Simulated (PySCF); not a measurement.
Below is a simulated gas-phase C 1s photoelectron spectrum of `C#CBN`.

Every computed line was given a Gaussian of 1.0 eV full width at half maximum and an area set by the number of equivalent atoms; the highest printed point is 100. Level of theory: delta-SCF UKS SCAN, pcX-2 on the ionised atom, pcseg-1 elsewhere, spin-free X2C (PySCF).

(binding energy (eV), intensity): (288.8, 0), (288.9, 1), (289.0, 1), (289.1, 2), (289.2, 4), (289.3, 7), (289.4, 12), (289.5, 19), (289.6, 29), (289.7, 40), (289.8, 54), (289.9, 68), (290.0, 81), (290.1, 92), (290.2, 98), (290.3, 100), (290.4, 96), (290.5, 88), (290.6, 76), (290.7, 62), (290.8, 48), (290.9, 35), (291.0, 24), (291.1, 16), (291.2, 10), (291.3, 6), (291.4, 3), (291.5, 2), (291.6, 1), (291.7, 0), (291.8, 0)

Problem. How many maxima does the curve show, and how many computed lines lie under it?

Solution. The curve has 1 maximum (at 290.3 eV). Under it lie 2 lines from 2 inequivalent carbon sites. At this width some lines have no maximum of their own.

Problem. Decompose the envelope and assign each component. Numbering: `[CH:1]#[C:2][BH:3][NH2:4]`.

Solution. 
```tsv
position (eV)	relative area	line	atoms	environment
290.22	1	C 1s	C2	alkyne carbon
290.34	1	C 1s	C1	terminal alkyne carbon
```

Problem. Above which line width would these two lines show one maximum?

Solution. Two equal Gaussians merge once their distance is under 2σ = FWHM/1.177. With 0.12 eV between them that is a full width over 0.14 eV.

The 2 C 1s values lie within 0.12 eV of each other; Gaussian lines of 0.5 eV full width would blend them into one maximum.

The curve has no shake-up lines and no vibrational structure. Spin contamination (⟨S²⟩ against 0.75 for a pure doublet) is marked for C 1s of C1 (0.86) and C 1s of C2 (0.87), which makes these values less certain. Isolated species at its PBE0-D3(BJ)/def2-SVP geometry, gas phase.

Shape of the structure used: `[CH:1]#[C:2][BH:3][NH2:4]`: H–N4–B3–C2 0°, H–N4–B3–C2 180°.
